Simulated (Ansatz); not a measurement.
CH4NS, SMILES `C[N+]S` (excited triplet; C–N–S–H torsion 106°) (charge 1, multiplicity 3). This triplet is an excited state, 1.21 eV above the relaxed singlet at the level composite: frozen-core CCSD(T) with HF/cc-pVQZ and the correlation energy extrapolated as X^-3 from cc-pVTZ and cc-pVQZ, plus CCSDT(Q) minus CCSD(T) in cc-pVDZ // B3LYP-D3(BJ)/def2-TZVP (Ansatz, a program for electronic structure).

Cartesian coordinates (Å):
SMILES: C[N+]S
```xyz
7

C     -0.8776    -0.2487    -0.0781
N      0.4405     0.1067     0.3000
S      1.6458     1.0470    -0.1543
H     -1.5021     0.6591    -0.0628
H     -0.8827    -0.6545    -1.0975
H     -1.2703    -0.9688     0.6404
H      2.4464     0.0593    -0.6542
```
Charge +1, spin multiplicity 3.

Frozen-core energies in 6-31g from Ansatz at a geometry from B3LYP-D3(BJ)/def2-TZVP; the HF reference has <S^2> = 2.04 and the T1 diagnostic is 0.030.

```json
[
 {"level": "HF", "energy (Ha)": "-491.69858"},
 {"level": "MP2", "energy (Ha)": "-491.91199"},
 {"level": "CCSD", "energy (Ha)": "-491.95159"},
 {"level": "CCSD(T)", "energy (Ha)": "-491.95751"}
]
```

**Question.** Estimate the energies of CCSDT, CCSDT(Q) and CCSDTQ, and give each level's difference from CCSDTQ.

**Answer.** 
```tsv
level	energy (Ha)	difference from CCSDTQ (mHa)
MP2	-491.91199	46.91
CCSD	-491.95159	7.31
CCSD(T)	-491.95751	1.39
CCSDT	-491.95843	0.47
CCSDT(Q)	-491.95892	-0.03
CCSDTQ	-491.95890	0.00
```
